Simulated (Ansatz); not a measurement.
Sn₄O₅. Total charge 0; singlet. Geometry PBE-D4/def2-SVP.

Cartesian coordinates in Å:
```
Sn -1.521 1.986 -0.462
Sn 1.871 0.081 0.961
Sn 0.467 -0.426 -2.607
Sn -0.597 -1.839 0.833
O 0.850 -1.047 -0.678
O -1.257 0.317 0.999
O -0.064 1.245 1.061
O 0.999 -1.419 2.019
O -0.749 1.100 -2.127
```

In the def2 sets Sn takes a core potential; there is no spin–orbit coupling. HSE06 is defined as in plane-wave codes, on full-range PBE exchange. The structure holds one bond between oxygen atoms, so isomers without such links may lie far lower. Another isomer (singlet) lies 0.82 eV lower at PBE0-D4/def2-TZVP; other spin states weren't run for this one.

Task: Estimate the orbital energies around the gap (eV) in Ansatz with PBE-D4/def2-TZVP, r2SCAN-D4/def2-TZVP, PBE0-D4/def2-TZVP, HSE06-D4/def2-TZVP.

Result: 
```json
{"orbital": "HOMO−5", "PBE-D4/def2-TZVP": "-6.66", "r2SCAN-D4/def2-TZVP": "-7.00", "PBE0-D4/def2-TZVP": "-7.97", "HSE06-D4/def2-TZVP": "-7.58"}
{"orbital": "HOMO−4", "PBE-D4/def2-TZVP": "-6.34", "r2SCAN-D4/def2-TZVP": "-6.64", "PBE0-D4/def2-TZVP": "-7.65", "HSE06-D4/def2-TZVP": "-7.25"}
{"orbital": "HOMO−3", "PBE-D4/def2-TZVP": "-6.27", "r2SCAN-D4/def2-TZVP": "-6.57", "PBE0-D4/def2-TZVP": "-7.55", "HSE06-D4/def2-TZVP": "-7.15"}
{"orbital": "HOMO−2", "PBE-D4/def2-TZVP": "-5.93", "r2SCAN-D4/def2-TZVP": "-6.26", "PBE0-D4/def2-TZVP": "-7.44", "HSE06-D4/def2-TZVP": "-7.03"}
{"orbital": "HOMO−1", "PBE-D4/def2-TZVP": "-5.85", "r2SCAN-D4/def2-TZVP": "-6.14", "PBE0-D4/def2-TZVP": "-7.07", "HSE06-D4/def2-TZVP": "-6.68"}
{"orbital": "HOMO", "PBE-D4/def2-TZVP": "-5.37", "r2SCAN-D4/def2-TZVP": "-5.65", "PBE0-D4/def2-TZVP": "-6.44", "HSE06-D4/def2-TZVP": "-6.05"}
{"orbital": "LUMO", "PBE-D4/def2-TZVP": "-3.15", "r2SCAN-D4/def2-TZVP": "-3.10", "PBE0-D4/def2-TZVP": "-2.48", "HSE06-D4/def2-TZVP": "-2.84"}
{"orbital": "LUMO+1", "PBE-D4/def2-TZVP": "-2.63", "r2SCAN-D4/def2-TZVP": "-2.52", "PBE0-D4/def2-TZVP": "-1.88", "HSE06-D4/def2-TZVP": "-2.24"}
{"orbital": "LUMO+2", "PBE-D4/def2-TZVP": "-1.95", "r2SCAN-D4/def2-TZVP": "-1.78", "PBE0-D4/def2-TZVP": "-1.25", "HSE06-D4/def2-TZVP": "-1.60"}
{"orbital": "LUMO+3", "PBE-D4/def2-TZVP": "-1.66", "r2SCAN-D4/def2-TZVP": "-1.48", "PBE0-D4/def2-TZVP": "-0.72", "HSE06-D4/def2-TZVP": "-1.09"}
{"orbital": "LUMO+4", "PBE-D4/def2-TZVP": "-1.40", "r2SCAN-D4/def2-TZVP": "-1.12", "PBE0-D4/def2-TZVP": "-0.72", "HSE06-D4/def2-TZVP": "-1.07"}
{"orbital": "LUMO+5", "PBE-D4/def2-TZVP": "-1.20", "r2SCAN-D4/def2-TZVP": "-0.96", "PBE0-D4/def2-TZVP": "-0.46", "HSE06-D4/def2-TZVP": "-0.82"}
```
